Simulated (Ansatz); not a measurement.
Steps of a relaxation of H7N2OSi2, SMILES `N[SiH]O[SiH2]N` radical with UKS PBE0-D4/def2-TZVP.

```sh
$ ansatz run in.yaml --threads 2 --pin off --events-out ev --progress --plain --max-ram 22528MiB --backend cuda --devices 0, --max-vram 18GiB
```

```yaml
crystal:
  periodic: [false, false, false]
  atoms:
    - {symbol: N, position_ang: [-0.078440, -1.817080, 1.007720]}
    - {symbol: Si, position_ang: [1.119290, -0.668520, 1.477820]}
    - {symbol: O, position_ang: [0.988750, 0.615940, 0.479170]}
    - {symbol: Si, position_ang: [0.331620, 1.155100, -0.893120]}
    - {symbol: N, position_ang: [-1.366010, 0.828870, -0.806290]}
    - {symbol: H, position_ang: [-0.413750, -2.528300, 1.633550]}
    - {symbol: H, position_ang: [-0.799550, -1.507310, 0.374220]}
    - {symbol: H, position_ang: [2.450630, -1.220610, 1.234590]}
    - {symbol: H, position_ang: [0.796080, 0.390820, -2.047450]}
    - {symbol: H, position_ang: [0.740810, 2.559180, -0.902710]}
    - {symbol: H, position_ang: [-1.842300, 1.097370, 0.042000]}
    - {symbol: H, position_ang: [-1.927130, 1.094550, -1.599510]}
basis:
  gaussian: {orbitals: def2-TZVP}
magnetization: {spin_polarized: true, initial_magnetization: 1}
hamiltonian: {xc: pbe0, dispersion: d4}
relax: {f_tol: 0.005, max_steps: 150}
```

Positions (Å) and forces (eV/Å) along the path, 11 of 19 steps:

```xyz
12
step=1 energy=-20889.5671 eV
N    -0.078   -1.817    1.008    0.099    0.185    0.000
Si    1.119   -0.669    1.478   -0.564   -0.167    0.130
O     0.989    0.616    0.479    0.182   -0.117    0.376
Si    0.332    1.155   -0.893   -0.602   -0.145    0.277
N    -1.366    0.829   -0.806    0.179    0.103    0.050
H    -0.414   -2.528    1.634    0.025   -0.064    0.059
H    -0.800   -1.507    0.374   -0.127    0.052   -0.052
H     2.451   -1.221    1.235    0.667   -0.280    0.039
H     0.796    0.391   -2.047    0.245   -0.035   -0.484
H     0.741    2.559   -0.903    0.035    0.465   -0.308
H    -1.842    1.097    0.042   -0.021    0.100    0.039
H    -1.927    1.095   -1.600   -0.117   -0.096   -0.128
12
step=2 energy=-20889.6467 eV
N    -0.091   -1.819    1.004    0.014    0.128   -0.089
Si    1.137   -0.704    1.472   -0.300   -0.103    0.185
O     0.998    0.602    0.496    0.129    0.012    0.063
Si    0.326    1.161   -0.871   -0.228   -0.022   -0.082
N    -1.371    0.834   -0.790   -0.047    0.150   -0.009
H    -0.400   -2.557    1.616    0.050   -0.005   -0.007
H    -0.844   -1.473    0.421    0.050   -0.004    0.066
H     2.499   -1.268    1.266    0.177   -0.129   -0.030
H     0.821    0.452   -2.072    0.032   -0.027   -0.111
H     0.716    2.588   -0.948   -0.032    0.112   -0.010
H    -1.865    1.178    0.026    0.046    0.003   -0.150
H    -1.926    1.007   -1.621    0.108   -0.117    0.173
12
step=3 energy=-20889.6680 eV
N    -0.094   -1.803    0.985   -0.102    0.005   -0.041
Si    1.137   -0.711    1.486   -0.047   -0.057   -0.003
O     1.012    0.600    0.507    0.139    0.098   -0.049
Si    0.327    1.161   -0.861   -0.043    0.015   -0.091
N    -1.366    0.835   -0.760   -0.333    0.189   -0.114
H    -0.375   -2.582    1.562    0.043    0.059   -0.077
H    -0.870   -1.424    0.451    0.115   -0.037    0.120
H     2.504   -1.306    1.279   -0.065   -0.016    0.022
H     0.822    0.462   -2.080   -0.050    0.008    0.068
H     0.691    2.603   -0.957   -0.020   -0.068    0.071
H    -1.873    1.275    0.006    0.125   -0.138   -0.335
H    -1.914    0.889   -1.619    0.238   -0.058    0.430
12
step=7 energy=-20889.7212 eV
N    -0.127   -1.747    0.931   -0.249   -0.021    0.024
Si    1.132   -0.689    1.443   -0.002    0.067   -0.013
O     1.208    0.555    0.370   -0.070    0.043   -0.044
Si    0.345    1.198   -0.864   -0.033   -0.091    0.059
N    -1.340    0.866   -0.709    0.054   -0.008   -0.079
H    -0.250   -2.636    1.399    0.012    0.140   -0.072
H    -1.021   -1.313    0.710    0.243   -0.137    0.024
H     2.419   -1.452    1.399    0.007   -0.036   -0.003
H     0.769    0.596   -2.151   -0.003   -0.014   -0.019
H     0.625    2.653   -0.838    0.013    0.027    0.025
H    -1.935    1.484   -0.180   -0.012   -0.015   -0.042
H    -1.825    0.484   -1.509    0.040    0.045    0.140
12
step=8 energy=-20889.7233 eV
N    -0.112   -1.753    0.921   -0.208    0.029   -0.010
Si    1.128   -0.682    1.454   -0.001   -0.015   -0.078
O     1.200    0.558    0.376    0.000    0.007    0.011
Si    0.341    1.194   -0.861   -0.025   -0.036    0.032
N    -1.344    0.875   -0.691    0.003   -0.020   -0.119
H    -0.266   -2.623    1.413    0.002    0.100   -0.067
H    -0.986   -1.327    0.624    0.183   -0.108    0.089
H     2.418   -1.446    1.412    0.016    0.012    0.030
H     0.751    0.575   -2.146    0.002   -0.005    0.002
H     0.636    2.648   -0.844   -0.012    0.000    0.001
H    -1.934    1.515   -0.183   -0.008   -0.043   -0.034
H    -1.834    0.466   -1.475    0.047    0.080    0.144
12
step=9 energy=-20889.7205 eV rejected
N    -0.132   -1.730    0.888    0.018    0.028   -0.022
Si    1.098   -0.661    1.443    0.021    0.009    0.034
O     1.217    0.574    0.368    0.039    0.057   -0.011
Si    0.356    1.205   -0.873   -0.047    0.017    0.007
N    -1.327    0.919   -0.705    0.211    0.059    0.151
H    -0.229   -2.633    1.322   -0.029   -0.071    0.027
H    -1.028   -1.323    0.661   -0.012   -0.016   -0.005
H     2.380   -1.436    1.460    0.006   -0.011   -0.003
H     0.751    0.560   -2.148    0.001   -0.012   -0.016
H     0.669    2.655   -0.881   -0.013   -0.018    0.024
H    -1.936    1.479   -0.136   -0.026    0.058   -0.020
H    -1.819    0.393   -1.399   -0.169   -0.100   -0.167
12
step=11 energy=-20889.7262 eV
N    -0.121   -1.743    0.906   -0.011    0.002    0.006
Si    1.119   -0.676    1.447    0.011   -0.008   -0.002
O     1.210    0.568    0.377   -0.003    0.011   -0.010
Si    0.346    1.195   -0.862   -0.007    0.011    0.016
N    -1.337    0.893   -0.693    0.003   -0.031   -0.024
H    -0.242   -2.635    1.362   -0.001    0.008   -0.008
H    -1.008   -1.324    0.662    0.003   -0.013    0.001
H     2.406   -1.446    1.428   -0.002    0.001    0.004
H     0.755    0.563   -2.141    0.000   -0.006    0.000
H     0.640    2.649   -0.855    0.003    0.003    0.001
H    -1.939    1.525   -0.191    0.004    0.013   -0.001
H    -1.830    0.432   -1.440    0.000    0.009    0.017
12
step=12 energy=-20889.7264 eV
N    -0.120   -1.743    0.905    0.020    0.001    0.007
Si    1.119   -0.676    1.447   -0.003   -0.004   -0.001
O     1.209    0.569    0.379    0.000    0.006    0.004
Si    0.346    1.195   -0.861    0.008   -0.001   -0.006
N    -1.338    0.894   -0.692   -0.009   -0.004    0.003
H    -0.238   -2.638    1.356    0.002   -0.005    0.000
H    -1.009   -1.327    0.665   -0.017    0.004   -0.006
H     2.407   -1.445    1.429   -0.004   -0.001   -0.001
H     0.755    0.559   -2.137    0.001    0.001   -0.001
H     0.640    2.649   -0.857   -0.001    0.001    0.001
H    -1.939    1.533   -0.197    0.004    0.008    0.003
H    -1.832    0.431   -1.437   -0.002   -0.006   -0.004
12
step=16 energy=-20889.7266 eV
N    -0.119   -1.745    0.900   -0.002    0.004   -0.003
Si    1.113   -0.673    1.449    0.002    0.001   -0.001
O     1.206    0.578    0.388   -0.001    0.000    0.003
Si    0.346    1.194   -0.860   -0.001    0.000    0.000
N    -1.340    0.907   -0.689    0.002    0.001    0.001
H    -0.212   -2.654    1.327    0.000   -0.003    0.002
H    -1.020   -1.342    0.683    0.001   -0.001    0.000
H     2.400   -1.442    1.433    0.000    0.000    0.000
H     0.756    0.543   -2.129   -0.001   -0.001    0.000
H     0.645    2.647   -0.869    0.001    0.000   -0.001
H    -1.937    1.564   -0.214   -0.001   -0.001    0.000
H    -1.836    0.421   -1.418    0.000    0.000    0.000
12
step=17 energy=-20889.7266 eV
N    -0.119   -1.745    0.899    0.001    0.002    0.000
Si    1.112   -0.673    1.450    0.001    0.000    0.000
O     1.204    0.581    0.392   -0.002    0.004   -0.001
Si    0.345    1.194   -0.859   -0.002   -0.006    0.003
N    -1.341    0.908   -0.689    0.006   -0.001   -0.002
H    -0.209   -2.655    1.323   -0.001   -0.003    0.001
H    -1.022   -1.342    0.687    0.000    0.000   -0.001
H     2.400   -1.442    1.431   -0.001    0.000   -0.001
H     0.756    0.539   -2.125    0.001   -0.001   -0.001
H     0.646    2.647   -0.872    0.001    0.001    0.000
H    -1.938    1.566   -0.216   -0.002    0.001    0.001
H    -1.835    0.422   -1.418   -0.001    0.001    0.001
12
step=19 energy=-20889.7266 eV
N    -0.118   -1.744    0.897    0.004   -0.001    0.003
Si    1.112   -0.673    1.451   -0.001   -0.003    0.000
O     1.200    0.586    0.399   -0.001    0.004   -0.002
Si    0.345    1.193   -0.857    0.001   -0.002    0.002
N    -1.342    0.911   -0.689    0.002   -0.002   -0.003
H    -0.205   -2.657    1.317   -0.001    0.001   -0.002
H    -1.022   -1.343    0.687   -0.002    0.001   -0.001
H     2.400   -1.440    1.427    0.000    0.001    0.000
H     0.756    0.530   -2.119    0.000    0.000    0.000
H     0.649    2.645   -0.878    0.000    0.000    0.000
H    -1.939    1.569   -0.217    0.000    0.002    0.001
H    -1.836    0.423   -1.417   -0.002    0.001    0.001
```

Hardware: 2 threads of an AMD EPYC 7R13 on a shared host and a share of an NVIDIA H100 80 GB. Wall time 44 s, peak host memory 0.93 GiB.
